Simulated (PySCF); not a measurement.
Gas-phase equilibrium of 1 mol AsH₃, 15 mol H₂ at 1600 K and 1.01 bar, among 7 species (As, AsH₃, As₂, H, H₂, As₄, AsH₂). Only gases are allowed; each row takes one source of thermochemistry for all species, and Cantera finds the minimum.

Energies from PySCF, thermal terms from the rigid-rotor harmonic-oscillator model, ideal gas at 1 bar. † marks an energy on the PBE0/def2-TZVP geometry and frequencies; other levels use their own. 6-31G* has spherical d functions here. Open shells (unrestricted) among the columns below: As (multiplicity 4), H (multiplicity 2); the rest are closed-shell singlets. As: all electrons, no relativistic terms. The harmonic model lacks anharmonicity and excited electronic states, which grow with temperature; levels with a mode under 35 cm⁻¹ are left out.

Molecules larger than those listed are left out.

Mole fractions:

```json
[
 {"thermochemistry": "HF/6-31G*", "x H₂": "0.94", "x As": "0.057", "x As₂": "4.3e-8", "x As₄": "<1e-12", "x H": "0.0046"},
 {"thermochemistry": "M06-2X/def2-TZVP†", "x H₂": "0.98", "x As": "0.00035", "x As₂": "0.0091", "x As₄": "0.010", "x H": "7.1e-5"},
 {"thermochemistry": "PBE/def2-SVP", "x H₂": "0.97", "x As": "2.5e-5", "x As₂": "0.024", "x As₄": "0.0028", "x H": "0.00016"},
 {"thermochemistry": "PBE0/def2-TZVP", "x H₂": "0.98", "x As": "0.00012", "x As₂": "0.013", "x As₄": "0.0080", "x H": "0.00013"},
 {"thermochemistry": "LDA/def2-TZVP†", "x H₂": "0.98", "x As": "2.3e-7", "x As₂": "0.0042", "x As₄": "0.013", "x H": "3.2e-5"},
 {"thermochemistry": "ωB97X-V/def2-TZVP†", "x H₂": "0.98", "x As": "5.5e-5", "x As₂": "0.018", "x As₄": "0.0059", "x H": "7.7e-5"}
]
```
The most sensitive of these is As₄: it spans a factor of 10^10.1 over these rows; at this temperature one factor of ten is RT ln 10 = 31 kJ/mol.
